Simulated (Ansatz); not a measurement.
The cluster Zn₃Se₃ (the lowest singlet isomer of a short search). The state is a singlet with charge 0. Geometry PBE-D4/def2-SVP, basis def2-TZVP, Ansatz.

```xyz
6

Zn    0.1825   -0.9714    1.3155
Zn    1.2863    0.8405   -0.5855
Zn   -1.4689    0.1298   -0.7304
Se    2.3577   -0.2049    1.1750
Se   -0.2933    1.5633   -2.1099
Se   -2.0643   -1.3573    0.9354
```

```json
{"run": "A", "HOMO (eV)": "-9.30", "LUMO (eV)": "0.32"}
{"run": "B", "HOMO (eV)": "-6.21", "LUMO (eV)": "-2.91"}
{"run": "C", "HOMO (eV)": "-8.19", "LUMO (eV)": "-1.54"}
{"run": "D", "HOMO (eV)": "-6.21", "LUMO (eV)": "-3.01"}
{"run": "E", "HOMO (eV)": "-7.00", "LUMO (eV)": "-2.38"}
{"run": "F", "HOMO (eV)": "-5.95", "LUMO (eV)": "-3.10"}
```

The structure comes from a short search, and lower isomers may exist.

Q: The runs used B97M-V, CAM-B3LYP, HF, PBE, PBE0, r2SCAN. Estimate which is which.

A: A HF (100 % exact exchange); B r2SCAN (0 % exact exchange); C CAM-B3LYP (range-separated); D B97M-V (0 % exact exchange); E PBE0 (25 % exact exchange); F PBE (0 % exact exchange). Exact exchange lowers occupied and raises empty levels; among semilocal functionals meta-GGAs tend to open the gap a little, and such runs are hard to tell apart. The gap grows from 2.84 eV (PBE) to 9.63 eV (HF).
